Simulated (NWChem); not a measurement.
System: disulfane (H2S2); SMILES SS

NWChem input:

```
start job
memory heap 200 mb stack 900 mb global 1100 mb
geometry units angstroms noautosym nocenter noautoz
  S      0.020651    -1.036052     0.078241
  S     -0.020651     1.036052     0.078241
  H     -0.931984    -1.250775    -0.861827
  H      0.931984     1.250775    -0.861827
end
basis spherical
  * library 3-21g
end
dft
  xc pbe0
  iterations 150
end
cosmo
  do_cosmo_smd true
  solvent water
end
task dft energy
```

NWChem printed, in part:

```
             Northwest Computational Chemistry Package (NWChem) 7.3.0
             --------------------------------------------------------

                             Geometry "geometry" -> ""
                             -------------------------

 Output coordinates in angstroms (scale by  1.889725989 to convert to a.u.)

  No.       Tag          Charge          X              Y              Z
 ---- ---------------- ---------- -------------- -------------- --------------
    1 S                   16.0000     0.02065100    -1.03605200     0.07824100
    2 S                   16.0000    -0.02065100     1.03605200     0.07824100
    3 H                    1.0000    -0.93198400    -1.25077500    -0.86182700
    4 H                    1.0000     0.93198400     1.25077500    -0.86182700

 Effective nuclear repulsion energy (a.u.)      84.4531724817

                                 NWChem DFT Module
                                 -----------------

 Summary of "ao basis" -> "ao basis" (spherical)
 ------------------------------------------------------------------------------
       Tag                 Description            Shells   Functions and Types
 ---------------- ------------------------------  ------  ---------------------
 S                           3-21g                   7       13   4s3p
 H                           3-21g                   2        2   2s

 in cosmo_initialize ...
 calling solv_data for solv:h2o

 solvent parameters
 solvname_short: h2o
 solvname_long:  water
 dielec:       78.4000
 dielecinf:     1.7769
 aqueous SMD model solvent descriptors
 dielec:       78.4000
 sola:          0.8200

          ---------------
          -cosmo- solvent
          ---------------
 Cosmo: York-Karplus, doi: 10.1021/jp992097l
 dielectric constant -eps-     =  78.40
 screen = (eps-1)/(eps    )    =   0.98724
 surface charge correction     = lagrangian

   van der Waals surface
 --------------------------

 ---------- ATOMIC COORDINATES (A.U.) ------------ VDWR(ANG.) --
     1    0.03902473   -1.95785439    0.14785405     2.490
     2   -0.03902473    1.95785439    0.14785405     2.490
     3   -1.76119439   -2.36362202   -1.62861688     1.200
     4    1.76119439    2.36362202   -1.62861688     1.200
 number of segments per atom =        128
 number of   points per atom =        128
 atom (   nspa,  nppa )
 ----------------------
    1 (     92,     0 )       0
    2 (     92,     0 )       0
    3 (     20,     0 )       0
    4 (     20,     0 )       0
 number of -cosmo- surface points =      224
 molecular surface =    111.889 angstrom**2
 molecular volume  =    107.403 angstrom**3
 -lineq- algorithm             =   0
 -bem- low  level              =   3
 -bem- from -octahedral-
 gaussian surface charge width =   4.50000
 degree of switching           =   1.00000
 switching function tolerance  =   0.00010
 atomic radii =
 --------------
    1 16.000  2.490
    2 16.000  2.490
    3  1.000  1.200
    4  1.000  1.200
 ...... end of -cosmo- initialization ......

 nat:                     4
 ixmem:                  1008
 calling mnsol_interface()
 G(SMD-CDS) energy (kcal/mol)  =     0.716
 SMD-CDS SASA (angstrom**2)    =    99.012

            General Information
            -------------------
          SCF calculation type: DFT
          Wavefunction type:  closed shell.
          No. of atoms     :     4
          No. of electrons :    34
           Alpha electrons :    17
            Beta electrons :    17
          Charge           :     0
          Spin multiplicity:     1
          Use of symmetry is: off; symmetry adaption is: off
          Maximum number of iterations: 150
          AO basis - number of functions:    30
                     number of shells:    18
          Convergence on energy requested:  1.00D-06
          Convergence on density requested:  1.00D-05
          Convergence on gradient requested:  5.00D-04

              XC Information
              --------------
                         PBE0 Method XC Functional
                     Hartree-Fock (Exact) Exchange  0.250
          PerdewBurkeErnzerhof Exchange Functional  0.750
            Perdew 1991 LDA Correlation Functional  1.000 local
           PerdewBurkeErnz. Correlation Functional  1.000 non-local

             Grid Information
             ----------------
          Grid used for XC integration:  medium
          Radial quadrature: Mura-Knowles
          Angular quadrature: Lebedev.
          Tag              B.-S. Rad. Rad. Pts. Rad. Cut. Ang. Pts.
          ---              ---------- --------- --------- ---------
          S                   1.00       88           8.0       590
          H                   0.35       45           8.0       434
          Grid pruning is: on
          Number of quadrature shells:   266
          Spatial weights used:  Erf1

      Superposition of Atomic Density Guess
      -------------------------------------

 Sum of atomic energies:        -792.06429079

      Non-variational initial energy
      ------------------------------

 Total energy =    -792.463186
 1-e energy   =   -1263.975104
 2-e energy   =     387.058745
 HOMO         =      -0.281564
 LUMO         =       0.009095

   convergence    iter        energy       DeltaE   RMS-Dens  Diis-err
 ---------------- ----- ----------------- --------- --------- ---------
     COSMO gas phase
 d= 0,ls=0.0,diis     1   -793.2762237491 -8.78D+02  2.33D-02  2.33D-01
 d= 0,ls=0.0,diis     2   -793.3058727932 -2.96D-02  4.85D-03  6.49D-03
 d= 0,ls=0.0,diis     3   -793.3073287469 -1.46D-03  6.22D-04  1.68D-04
 d= 0,ls=0.0,diis     4   -793.3073577550 -2.90D-05  3.22D-05  1.80D-07
 d= 0,ls=0.0,diis     5   -793.3073578023 -4.73D-08  8.26D-06  1.32D-08

   convergence    iter        energy       DeltaE   RMS-Dens  Diis-err
 ---------------- ----- ----------------- --------- --------- ---------
     COSMO solvation phase
 d= 0,ls=0.0,diis     1   -793.3113267708 -3.97D-03  5.25D-03  1.90D-03
 d= 0,ls=0.0,diis     2   -793.3121186610 -7.92D-04  9.23D-04  5.39D-04
 d= 0,ls=0.0,diis     3   -793.3122016090 -8.29D-05  3.29D-04  3.70D-05
 d= 0,ls=0.0,diis     4   -793.3122079440 -6.33D-06  5.01D-05  1.02D-06
 d= 0,ls=0.0,diis     5   -793.3122081090 -1.65D-07  2.97D-06  4.75D-10

         Total DFT energy =     -793.312208108965
      One electron energy =    -1264.246327202635
           Coulomb energy =      438.287288471042
    Exchange-Corr. energy =      -51.731805229688
 Nuclear repulsion energy =       84.453172481705

             COSMO energy =       -0.074536629389

 Numeric. integr. density =       34.000010236872

                                COSMO-SMD solvation results
                                ---------------------------

             internal energy in gas <Psi(g)|H|Psi(g)> =      -793.307357802305
         internal energy in solvent <Psi(s)|H|Psi(s)> =      -793.306310076355
                               delta internal energy  =         0.001047725950 (    0.66 kcal/mol)
   total free energy in solvent <Psi(s)|H+V/2|Psi(s)> =      -793.313349810030
 polarization energy contribution <Psi(s)|V/2|Psi(s)> =        -0.007039733675 (   -4.42 kcal/mol)
    total free energy in solvent including G(SMD-CDS) =      -793.312208108965
                       G(SMD-CDS) energy contribution =         0.001141701065 (    0.72 kcal/mol)
     1 M fixed-concentration free energy of solvation =        -0.004850306660 (   -3.04 kcal/mol)

                       DFT Final Molecular Orbital Analysis
                       ------------------------------------

 Vector   15  Occ=2.000000D+00  E=-3.724544D-01
              MO Center= -1.4D-08,  2.8D-08,  2.5D-01, r^2= 2.9D+00
   Bfn.  Coefficient  Atom+Function         Bfn.  Coefficient  Atom+Function
  ----- ------------  ---------------      ----- ------------  ---------------
     8      0.314759  1 S  py                21     -0.314759  2 S  py
    12      0.233511  1 S  py                25     -0.233511  2 S  py
     9     -0.216589  1 S  pz                22     -0.216589  2 S  pz
    13     -0.204377  1 S  pz                26     -0.204377  2 S  pz
    10     -0.196174  1 S  s                 23     -0.196174  2 S  s

 Vector   16  Occ=2.000000D+00  E=-2.837879D-01
              MO Center=  6.4D-07, -9.4D-06,  1.4D-01, r^2= 2.7D+00
   Bfn.  Coefficient  Atom+Function         Bfn.  Coefficient  Atom+Function
  ----- ------------  ---------------      ----- ------------  ---------------
     9      0.352016  1 S  pz                22     -0.352013  2 S  pz
    13      0.312888  1 S  pz                26     -0.312885  2 S  pz
    11     -0.232916  1 S  px                24     -0.232912  2 S  px
     7     -0.193994  1 S  px                20     -0.193990  2 S  px
     5     -0.165206  1 S  pz                18      0.165205  2 S  pz

 Vector   17  Occ=2.000000D+00  E=-2.834129D-01
              MO Center= -6.4D-07,  9.5D-06, -4.9D-02, r^2= 2.7D+00
   Bfn.  Coefficient  Atom+Function         Bfn.  Coefficient  Atom+Function
  ----- ------------  ---------------      ----- ------------  ---------------
     7      0.351217  1 S  px                20     -0.351220  2 S  px
    11      0.313130  1 S  px                24     -0.313133  2 S  px
    13     -0.218547  1 S  pz                26     -0.218552  2 S  pz
     9     -0.183945  1 S  pz                22     -0.183950  2 S  pz
     3     -0.164733  1 S  px                16      0.164735  2 S  px

 Vector   18  Occ=0.000000D+00  E=-4.407329D-02
              MO Center= -5.6D-09,  4.6D-08,  6.6D-02, r^2= 3.2D+00
   Bfn.  Coefficient  Atom+Function         Bfn.  Coefficient  Atom+Function
  ----- ------------  ---------------      ----- ------------  ---------------
    12      0.868347  1 S  py                25      0.868347  2 S  py
    10      0.631314  1 S  s                 23     -0.631314  2 S  s
     8      0.421745  1 S  py                21      0.421745  2 S  py
     4     -0.195979  1 S  py                17     -0.195979  2 S  py
     6      0.131879  1 S  s                 19     -0.131879  2 S  s

 Vector   19  Occ=0.000000D+00  E= 5.193983D-02
              MO Center= -7.1D-07, -1.5D-06, -5.0D-01, r^2= 4.0D+00
   Bfn.  Coefficient  Atom+Function         Bfn.  Coefficient  Atom+Function
  ----- ------------  ---------------      ----- ------------  ---------------
    28      1.082754  3 H  s                 30     -1.082753  4 H  s
    10     -0.677910  1 S  s                 23      0.677909  2 S  s
    13      0.606551  1 S  pz                26     -0.606551  2 S  pz
    11      0.445103  1 S  px                24      0.445102  2 S  px
     9      0.213131  1 S  pz                22     -0.213131  2 S  pz

 Vector   20  Occ=0.000000D+00  E= 5.556647D-02
              MO Center=  7.0D-07,  1.5D-06, -4.4D-01, r^2= 4.0D+00
   Bfn.  Coefficient  Atom+Function         Bfn.  Coefficient  Atom+Function
  ----- ------------  ---------------      ----- ------------  ---------------
    28      1.047755  3 H  s                 30      1.047756  4 H  s
    11      0.585776  1 S  px                24     -0.585776  2 S  px
    10     -0.475145  1 S  s                 23     -0.475146  2 S  s
    13      0.415568  1 S  pz                26      0.415569  2 S  pz
     7      0.216983  1 S  px                20     -0.216983  2 S  px

     Multipole analysis of the density
     ---------------------------------

     L   x y z        total         alpha         beta         nuclear
     -   - - -        -----         -----         ----         -------
     0   0 0 0     -0.000000    -17.000000    -17.000000     34.000000

     1   1 0 0     -0.000000     -0.000000     -0.000000      0.000000
     1   0 1 0      0.000000      0.000000      0.000000      0.000000
     1   0 0 1     -0.985697     -1.229897     -1.229897      1.474096

     2   2 0 0    -20.386733    -13.319539    -13.319539      6.252345
     2   1 1 0      2.584201     -1.648221     -1.648221      5.880644
     2   1 0 1      0.000000      0.000000      0.000000      0.000000
     2   0 2 0    -20.852662    -77.344141    -77.344141    133.835620
     2   0 1 1      0.000000      0.000000      0.000000      0.000000
     2   0 0 2    -20.678745    -13.341538    -13.341538      6.004332
```

Level: PBE0/3-21G, SMD on the gas-phase geometry. The geometry was optimised at PBE0/def2-SVP. Solvent: water.
